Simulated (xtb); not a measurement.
ethenyl(silyloxy)silane (C2H8OSi2), SMILES O([SiH3])[SiH2]C=C. All values are semi-empirical tight-binding results from xtb (GFN2-xTB unless named), good for trends rather than for accurate numbers. Coordinates come from a GFN2-xTB optimisation. Other conformers were not sampled.

The geometry has at least one imaginary mode, so it is a saddle point at that level.

Estimate the properties. (An estimate is asked for; the answer gives what the named calculation found.)


```yaml
point_group_as_xtb_finds_it: Cs
orbital_gap: 4.42 eV
dipole_moment: 0.29 D
static polarisability (D4 model): 88.4 bohr³
solvation energy, GFN2-xTB/ALPB(water): 1.2 kcal/mol
solvation energy, GFN2-xTB/ALPB(hexane): -2.3 kcal/mol
```
